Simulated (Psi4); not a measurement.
Input file for Psi4: SAPT0/aug-cc-pVDZ on GaH5O2 (a complex).

```
memory 1837 MB

molecule dimer {
0 1
O    -0.44824870   -0.98185870    1.02826451
Ga    0.38575375   -0.38299469   -0.43807130
H    -0.36309947   -0.40264646    1.80230784
H     0.24030760   -1.32181315   -1.67653740
H     1.16036568    0.97718944   -0.36172285
--
0 1
O    -0.31721363    0.59981417    3.45196668
H     0.05647953    0.04445747    4.14515227
H    -1.22197327    0.78529869    3.72688558
units angstrom
symmetry c1
no_reorient
no_com
}

set {
  basis aug-cc-pVDZ
  scf_type df
  freeze_core true
}

energy('sapt0')
```

The log:

```
[...]
==> Input File <==

--------------------------------------------------------------------------
memory 1837 MB

molecule dimer {
0 1
O    -0.44824870   -0.98185870    1.02826451
Ga    0.38575375   -0.38299469   -0.43807130
H    -0.36309947   -0.40264646    1.80230784
H     0.24030760   -1.32181315   -1.67653740
H     1.16036568    0.97718944   -0.36172285
--
0 1
O    -0.31721363    0.59981417    3.45196668
H     0.05647953    0.04445747    4.14515227
H    -1.22197327    0.78529869    3.72688558
units angstrom
symmetry c1
no_reorient
no_com
}

set {
  basis aug-cc-pVDZ
  scf_type df
  freeze_core true
}

energy('sapt0')
--------------------------------------------------------------------------


   => Loading Basis Set <=

    Name: AUG-CC-PVDZ
    Role: ORBITAL
    Keyword: BASIS
    atoms 1, 6     entry O          line   254 file aug-cc-pvdz.gbs
    atoms 2        entry GA         line  2890 file aug-cc-pvdz.gbs
    atoms 3-5, 7-8 entry H          line    40 file aug-cc-pvdz.gbs

   => Loading Basis Set <=

    Name: AUG-CC-PVDZ
    Role: ORBITAL
    Keyword: BASIS
    atoms 1, 6     entry O          line   254 file aug-cc-pvdz.gbs
    atoms 2        entry GA         line  2890 file aug-cc-pvdz.gbs
    atoms 3-5, 7-8 entry H          line    40 file aug-cc-pvdz.gbs


  //>>>>>>>>>>>>>>>>>>>>>>>>>>>>>>>>>>>//
  //              Dimer HF             //
  //<<<<<<<<<<<<<<<<<<<<<<<<<<<<<<<<<<<//

   => Libint2 <=

    Primary   basis highest AM E, G, H:  7, 6, 3
    Auxiliary basis highest AM E, G, H:  7, 7, 4
    Onebody   basis highest AM E, G, H:  -, -, -
    Solid Harmonics ordering:            Gaussian


   => Loading Basis Set <=

    Name: AUG-CC-PVDZ
    Role: ORBITAL
    Keyword: BASIS
    atoms 1, 6     entry O          line   254 file aug-cc-pvdz.gbs
    atoms 2        entry GA         line  2890 file aug-cc-pvdz.gbs
    atoms 3-5, 7-8 entry H          line    40 file aug-cc-pvdz.gbs


         ---------------------------------------------------------
                                   SCF
               by Justin Turney, Rob Parrish, Andy Simmonett
                          and Daniel G. A. Smith
                              RHF Reference
                        1 Threads,   1751 MiB Core
         ---------------------------------------------------------

  ==> Geometry <==

    Molecular point group: c1
    Full point group: C1

    Geometry (in Angstrom), charge = 0, multiplicity = 1:

       Center              X                  Y                   Z               Mass
    ------------   -----------------  -----------------  -----------------  -----------------
         O           -0.448248700000    -0.981858700000     1.028264510000    15.994914619570
         GA           0.385753750000    -0.382994690000    -0.438071300000    68.925573500000
         H           -0.363099470000    -0.402646460000     1.802307840000     1.007825032230
         H            0.240307600000    -1.321813150000    -1.676537400000     1.007825032230
         H            1.160365680000     0.977189440000    -0.361722850000     1.007825032230
         O           -0.317213630000     0.599814170000     3.451966680000    15.994914619570
         H            0.056479530000     0.044457470000     4.145152270000     1.007825032230
         H           -1.221973270000     0.785298690000     3.726885580000     1.007825032230

  Running in c1 symmetry.

  Rotational constants: A =      0.41178  B =      0.05996  C =      0.05613 [cm^-1]
  Rotational constants: A =  12344.73500  B =   1797.58524  C =   1682.58811 [MHz]
  Nuclear repulsion =  176.608054122271028

  Charge       = 0
  Multiplicity = 1
  Electrons    = 52
  Nalpha       = 26
  Nbeta        = 26

  ==> Algorithm <==

  SCF Algorithm Type is DF.
  DIIS enabled.
  MOM disabled.
  Fractional occupation disabled.
  Guess Type is SAD.
  Energy threshold   = 1.00e-08
  Density threshold  = 1.00e-08
  Integral threshold = 1.00e-12

  ==> Primary Basis <==

  Basis Set: AUG-CC-PVDZ
    Blend: AUG-CC-PVDZ
    Number of shells: 57
    Number of basis functions: 127
    Number of Cartesian functions: 134
    Spherical Harmonics?: true
    Max angular momentum: 2

   => Loading Basis Set <=

    Name: (AUG-CC-PVDZ AUX)
    Role: JKFIT
    Keyword: DF_BASIS_SCF
    atoms 1, 6     entry O          line   270 file aug-cc-pvdz-jkfit.gbs
    atoms 2        entry GA         line   936 file aug-cc-pvdz-jkfit.gbs
    atoms 3-5, 7-8 entry H          line    70 file aug-cc-pvdz-jkfit.gbs

  ==> Integral Setup <==

  DFHelper Memory: AOs need 0.067 GiB; user supplied 1.283 GiB.
  SCF_SUBTYPE=INCORE selected. In-core MEM_DF algorithm will be used.
  Using in-core AOs.

  ==> MemDFJK: Density-Fitted J/K Matrices <==

    J tasked:                   Yes
    K tasked:                   Yes
    wK tasked:                   No
    OpenMP threads:               1
    Algorithm:                 Core
    Schwarz Cutoff:           1E-12
    Mask sparsity (%):       0.8928
    Fitting Con
[...]
    A
    DOCC [     5 ]
    NA   [     5 ]
    NB   [     5 ]

  @DF-RHF Final Energy:   -76.04131868506286

   => Energetics <=

    Nuclear Repulsion Energy =              9.1310301592100700
    One-Electron Energy =                -122.8674166985357203
    Two-Electron Energy =                  37.6950678542627813
    Total Energy =                        -76.0413186850628620

Computation Completed


Properties will be evaluated at   0.000000,   0.000000,   0.000000 [a0]

Properties computed using the SCF density matrix


 Multipole Moments:

 ------------------------------------------------------------------------------------
     Multipole            Electronic (a.u.)      Nuclear  (a.u.)        Total (a.u.)
 ------------------------------------------------------------------------------------

 L = 1.  Multiply by 2.5417464519 to convert [e a0] to [Debye]
 Dipole X            :          6.6434023           -6.9980390           -0.3546367
 Dipole Y            :        -10.8838148           10.6358880           -0.2479268
 Dipole Z            :        -66.4173471           67.0621685            0.6448214
 Magnitude           :                                                    0.7765498

 ------------------------------------------------------------------------------------

  Constructing Basis Sets for SAPT...

   => Loading Basis Set <=

    Name: (AUG-CC-PVDZ AUX)
    Role: RIFIT
    Keyword: DF_BASIS_SAPT
    atoms 1, 6     entry O          line   204 file aug-cc-pvdz-ri.gbs
    atoms 2        entry GA         line   690 file aug-cc-pvdz-ri.gbs
    atoms 3-5, 7-8 entry H          line    30 file aug-cc-pvdz-ri.gbs

   => Loading Basis Set <=

    Name: (AUG-CC-PVDZ AUX)
    Role: JKFIT
    Keyword: DF_BASIS_ELST
    atoms 1, 6     entry O          line   270 file aug-cc-pvdz-jkfit.gbs
    atoms 2        entry GA         line   936 file aug-cc-pvdz-jkfit.gbs
    atoms 3-5, 7-8 entry H          line    70 file aug-cc-pvdz-jkfit.gbs


  //>>>>>>>>>>>>>>>>>>>>>>>>>>>>>>>>>>>//
  //               SAPT0               //
  //<<<<<<<<<<<<<<<<<<<<<<<<<<<<<<<<<<<//



        SAPT0
    Ed Hohenstein
     6 June 2009

      Orbital Information
  --------------------------
    NSO        =       127
    NMO        =       127
    NRI        =       389
    NRI (Elst) =       526
    NOCC A     =        21
    NOCC B     =         5
    FOCC A     =        10
    FOCC B     =         1
    NVIR A     =       106
    NVIR B     =       122

    Elst10,r            =    -0.012925739430 [Eh]
    Exch10              =     0.012467045058 [Eh]
    Exch10 (S^2)        =     0.012369302605 [Eh]

    Maxiter = 50
    CPHF R converge = 1.000000E-08

    Iter     Energy [mEh]          dE [mEh]         Residual      Time [s]
       1      -1.61872842       1.618728418     5.506779e-03             0
       2      -1.84139676       0.222668340     1.467485e-03             0
       3      -1.85718058       0.015783822     5.132256e-04             0
       4      -1.85505223      -0.002128354     1.999361e-04             0
       5      -1.85192678      -0.003125450     3.709496e-05             0
       6      -1.85252355       0.000596771     1.046713e-05             0
       7      -1.85255404       0.000030495     3.081599e-06             0
       8      -1.85251182      -0.000042227     7.018568e-07             0
       9      -1.85251935       0.000007535     1.442229e-07             0
      10      -1.85251851      -0.000000836     2.971545e-08             0
      11      -1.85251852       0.000000005     6.646590e-09             0

    CHF Iterations converged

    Maxiter = 50
    CPHF R converge = 1.000000E-08

    Iter     Energy [mEh]          dE [mEh]         Residual      Time [s]
       1      -2.43958526       2.439585264     9.346093e-03             0
       2      -3.06064361       0.621058351     3.264500e-03             0
       3      -3.10597409       0.045330471     9.099238e-04             0
       4      -3.09433793      -0.011636154     2.158674e-04             0
       5      -3.09193831      -0.002399617     4.244248e-05             0
       6      -3.09282260       0.000884282     7.771134e-06             0
       7      -3.09270462      -0.000117977     1.630502e-06             0
       8      -3.09271881       0.000014187     3.274202e-07             0
       9      -3.09271712      -0.000001686     6.174359e-08             0
      10      -3.09271721       0.000000094     1.644339e-08             0
      11      -3.09271725       0.000000034     3.224399e-09             0

    CHF Iterations converged

    Ind20,r (A<-B)      =    -0.001852518519 [Eh]
    Ind20,r (B<-A)      =    -0.003092717248 [Eh]
    Ind20,r             =    -0.004945235767 [Eh]
    Exch-Ind20,r (A<-B) =     0.001248352933 [Eh]
    Exch-Ind20,r (B<-A) =     0.001538347056 [Eh]
    Exch-Ind20,r        =     0.002786699989 [Eh]
    Disp20              =    -0.004239798770 [Eh]
    Disp20 (SS)         =    -0.002119899385 [Eh]
    Disp20 (OS)         =    -0.002119899385 [Eh]
    Exch-Disp20         =     0.000785797289 [Eh]
    Exch-Disp20 (SS)    =     0.000480953694 [Eh]
    Exch-Disp20 (OS)    =     0.000304843595 [Eh]

    SAPT Results
  --------------------------------------------------------------------------------------------------------
    Electrostatics                -12.92573943 [mEh]      -8.11102395 [kcal/mol]     -33.93652420 [kJ/mol]
      Elst10,r                    -12.92573943 [mEh]      -8.11102395 [kcal/mol]     -33.93652420 [kJ/mol]

    Exchange                       12.46704506 [mEh]       7.82318888 [kcal/mol]      32.73222229 [kJ/mol]
      Exch10                       12.46704506 [mEh]       7.82318888 [kcal/mol]      32.73222229 [kJ/mol]
      Exch10(S^2)                  12.36930260 [mEh]       7.76185457 [kcal/mol]      32.47559952 [kJ/mol]

    Induction                      -3.79141263 [mEh]      -2.37914734 [kcal/mol]      -9.95435248 [kJ/mol]
      Ind20,r                      -4.94523577 [mEh]      -3.10318229 [kcal/mol]     -12.98371472 [kJ/mol]
      Exch-Ind20,r                  2.78669999 [mEh]       1.74868064 [kcal/mol]       7.31647981 [kJ/mol]
      delta HF,r (2)               -1.63287685 [mEh]      -1.02464569 [kcal/mol]      -4.28711758 [kJ/mol]

    Dispersion                     -3.45400148 [mEh]      -2.16741865 [kcal/mol]      -9.06847964 [kJ/mol]
      Disp20                       -4.23979877 [mEh]      -2.66051390 [kcal/mol]     -11.13159014 [kJ/mol]
      Exch-Disp20                   0.78579729 [mEh]       0.49309524 [kcal/mol]       2.06311050 [kJ/mol]
      Disp20 (SS)                  -2.11989939 [mEh]      -1.33025695 [kcal/mol]      -5.56579507 [kJ/mol]
      Disp20 (OS)                  -2.11989939 [mEh]      -1.33025695 [kcal/mol]      -5.56579507 [kJ/mol]
      Exch-Disp20 (SS)              0.48095369 [mEh]       0.30180300 [kcal/mol]       1.26274375 [kJ/mol]
      Exch-Disp20 (OS)              0.30484360 [mEh]       0.19129224 [kcal/mol]       0.80036675 [kJ/mol]

  Total HF                         -4.25010700 [mEh]      -2.66698241 [kcal/mol]     -11.15865439 [kJ/mol]
  Total SAPT0                      -7.70410848 [mEh]      -4.83440106 [kcal/mol]     -20.22713403 [kJ/mol]

  Special recipe for scaled SAPT0 (see Manual):
    Electrostatics sSAPT0         -12.92573943 [mEh]      -8.11102395 [kcal/mol]     -33.93652420 [kJ/mol]
    Exchange sSAPT0                12.46704506 [mEh]       7.82318888 [kcal/mol]      32.73222229 [kJ/mol]
    Induction sSAPT0               -3.72482757 [mEh]      -2.33736459 [kcal/mol]      -9.77953344 [kJ/mol]
    Dispersion sSAPT0              -3.43522574 [mEh]      -2.15563670 [kcal/mol]      -9.01918394 [kJ/mol]
  Total sSAPT0                     -7.61874768 [mEh]      -4.78083635 [kcal/mol]     -20.00301928 [kJ/mol]
  --------------------------------------------------------------------------------------------------------



*** Psi4 exiting successfully. Buy a developer a beer!
```

The run finished.

Cost: very roughly 12 core-seconds.
